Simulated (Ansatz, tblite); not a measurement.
Isomers of Mg₄Se₅ (singlet), found by a short tight-binding search and relaxed with PBE-D4/def2-SVP in Ansatz.

The xTB rows come from tblite.

A: The restricted singlet is unstable towards broken spin symmetry in Hartree–Fock (as tested in another run); at PBE-D4/def2-TZVP, r2SCAN-D4/def2-TZVP, PBE0-D4/def2-TZVP this wasn't settled.

Other spin states weren't relaxed.

A:

```
atom    x (Å)    y (Å)    z (Å)
 Mg1  -1.2223  -1.1950  -0.3483
 Mg2   1.5025  -0.7036   0.3417
 Mg3   0.6722   1.2127  -2.0746
 Mg4  -1.2142   2.7958  -0.7324
 Se5  -2.0001  -1.2066   2.0520
 Se6   0.0256  -2.5295   1.6529
 Se7   0.5617  -1.3010  -2.1384
 Se8  -0.3018   1.0551   1.1730
 Se9   1.9763   1.8722   0.0741
```

B:

Cartesian coordinates in Å:
```
Mg -1.410 0.491 0.500
Mg 1.866 -0.733 -0.510
Mg -3.225 1.793 -1.898
Mg 0.413 -1.630 2.250
Se -0.564 -0.664 -1.700
Se -1.460 -0.175 2.837
Se -0.140 1.756 -1.534
Se 2.299 -2.581 1.048
Se 2.221 1.743 -0.991
```

Task: Estimate which lies lowest at each level, and how far above it the others are (kJ/mol).

Result: 
```
              level      A     B
           GFN1-xTB  115.3   0.0
           GFN2-xTB   52.4   0.0
   PBE-D4/def2-TZVP    0.0  10.1
r2SCAN-D4/def2-TZVP    0.0   2.0
  PBE0-D4/def2-TZVP    1.2   0.0
```
Point groups (tolerance 0.1 Å): A not assigned, B not assigned. Lower isomers may exist.
